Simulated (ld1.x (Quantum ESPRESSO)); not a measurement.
# Cl: excitation energies, all-electron against TM

```json
{"Element": "Cl", "Generator": "ld1.x (Quantum ESPRESSO) 7.5", "Type": "norm-conserving Troullier–Martins (Kleinman–Bylander form)", "Functional": "LDA (PZ)", "Relativity": "scalar-relativistic", "Frozen core": "[He]", "Valence charge": "15", "Reference configuration": "2s2 2p6 3s2 3p5", "Partial waves": "2s (bound): rc 0.45 bohr; 2p (bound): rc 0.70 bohr", "Local potential": "all-electron potential smoothed inside 0.45 bohr (lloc = -2)", "Core correction": "none"}
```

Occupied shells without a wave of their own: 3p, 3s. They enter only through the test configuration that unscreens the potential.

Energies are relative to the spin-unpolarised reference configuration 2s2 2p6 3s2 3p5; without spin polarisation the order of configurations can differ from experiment. Spin-polarised rows fill each open shell by Hund’s rule, majority spin first.

```csv
valence configuration,charge,ΔE all-electron (eV),error AE − PS (meV)
2s2 2p6 3s2 3p3,+2,39.500,+1068
2s2 2p6 3s2 3p2,+3,77.895,+1917
2s2 2p6 3s2 3p4.5,+0.5,5.634,+193
2s2 2p6 3s1 3p5,+1,26.566,+16
2s2 2p6 3s1 3p6,0,12.048,-378
2s2 2p6 3s2 3p1,+4,130.265,+3010
2s2 2p6 3s2 3p5 (spin-polarised),0,-0.186,-2.5
2s2 2p6 3s2 3p4 (spin-polarised),+1,13.092,+425
```

What are ΔE and the potential's error for 2s2 2p6 3s2 3p4?

ΔE = 13.972 eV all-electron; the error (AE − PS) is +435 meV.

Levels in the configuration 2s2 2p6 3s1 3p5:

```tsv
level	all-electron (eV)	pseudo (eV)
2s	-265.790	-265.838
2p	-205.701	-205.759
3s	-32.699	-32.648
3p	-20.061	-19.579
```

The 3p, 3s levels have no wave, so the channel is fitted at the deeper level alone: the likely source of the large errors.

The potential misses its own reference levels by up to 0.3 eV.
